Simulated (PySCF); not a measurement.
CH6SSi, SMILES CS[SiH3]. Geometry: B3LYP-D3(BJ)/def2-SVP.

Level of theory: B3LYP-D3(BJ)/def2-SVP (PySCF 2.14.0).

Harmonic wavenumbers (cm⁻¹): 122, 136, 182, 504, 625, 634, 700, 925, 926, 962, 971, 984, 1337, 1452, 1457, 2205, 2207, 2245, 3040, 3140, 3153. Rotational constants (GHz): 13.73, 4.159, 3.387; symmetry number 1.

Task: Work out the zero-point energy and the ideal-gas rigid-rotor harmonic-oscillator thermochemistry at 298.15 K and 1 atm.

Result: ZPE = ½ Σ hcν = ½ × 27906 cm⁻¹ = 166.92 kJ/mol. H − E(el) = 184.23 kJ/mol. Entropy in J/(mol K): translation 163.11, rotation 104.28, vibration 44.42, total 311.81. G − E(el) = 91.26 kJ/mol. Cp = 84.32 J/(mol K). Modes under 150 cm⁻¹ make the vibrational entropy uncertain.
